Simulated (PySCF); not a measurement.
## ORD: SMILES C#CC(C)=C=CF, C$_{6}$H$_{5}$F

Molfile (atoms numbered from 1):
```
C6H5F
     RDKit          3D

 12 11  0  0  0  0  0  0  0  0999 V2000
   -1.9126    1.8818    0.2560 C   0  0  0  0  0  0  0  0  0  0  0  0
   -1.1140    0.9951    0.1284 C   0  0  0  0  0  0  0  0  0  0  0  0
   -0.2037   -0.0828   -0.0210 C   0  0  0  0  0  0  0  0  0  0  0  0
   -0.8065   -1.4507   -0.1777 C   0  0  0  0  0  0  0  0  0  0  0  0
    1.0865    0.1370   -0.0336 C   0  0  0  0  0  0  0  0  0  0  0  0
    2.3644    0.3413   -0.0485 C   0  0  0  0  0  0  0  0  0  0  0  0
    3.1247    0.3175    1.0729 F   0  0  0  0  0  0  0  0  0  0  0  0
   -2.6007    2.6657    0.3697 H   0  0  0  0  0  0  0  0  0  0  0  0
   -1.4168   -1.6833    0.6939 H   0  0  0  0  0  0  0  0  0  0  0  0
   -1.4510   -1.4719   -1.0557 H   0  0  0  0  0  0  0  0  0  0  0  0
   -0.0283   -2.2020   -0.2827 H   0  0  0  0  0  0  0  0  0  0  0  0
    2.9592    0.5517   -0.9277 H   0  0  0  0  0  0  0  0  0  0  0  0
  1  2  3  0
  2  3  1  0
  3  4  1  0
  3  5  2  0
  5  6  2  0
  6  7  1  0
  1  8  1  0
  4  9  1  0
  4 10  1  0
  4 11  1  0
  6 12  1  0
M  END
```

Level of theory: TDDFT CAM-B3LYP/def2-SVPD circular dichroism and optical rotation, one conformer, gas phase in PySCF. Geometry: GFN2-xTB.

No stereocentre is labelled: unless the shape is locked (an allene, a helicene, a hindered biaryl), the mirror image is equally populated and a measured rotation or CD is zero.

What is the specific rotation at 633, 589.3, 546, 436, 405, 365, 355 nm?

[α] in deg dm⁻¹ (g/mL)⁻¹:
| λ (nm) | origin-invariant length gauge | modified velocity gauge | length gauge (centre of mass) | isotropic polarisability (au) |
| --- | --- | --- | --- | --- |
| 633 | +74.2 | +65.6 | +72.2 | 79.3 |
| 589.3 | +87.6 | +77.5 | +85.3 | 79.9 |
| 546 | +105.1 | +93.0 | +102.3 | 80.5 |
| 436 | +186.5 | +165.7 | +181.7 | 83.4 |
| 405 | +229.1 | +203.8 | +223.2 | 84.7 |
| 365 | +313.0 | +279.0 | +305.1 | 87.3 |
| 355 | +342.1 | +305.1 | +333.5 | 88.1 |

And for the mirror image at 589.3 nm?

-87.6 deg dm⁻¹ (g/mL)⁻¹ (origin-invariant length gauge): the same size and the opposite sign.

What is the molar rotation [Φ] = [α]·M/100 of the geometry above at 589.3 nm?

With M = 96.10 g/mol, +84.2 deg cm² dmol⁻¹ (origin-invariant length gauge).

The first excitation lies at 4.80 eV (258 nm) with R = +0.3 × 10⁻⁴⁰ esu² cm² (velocity form).
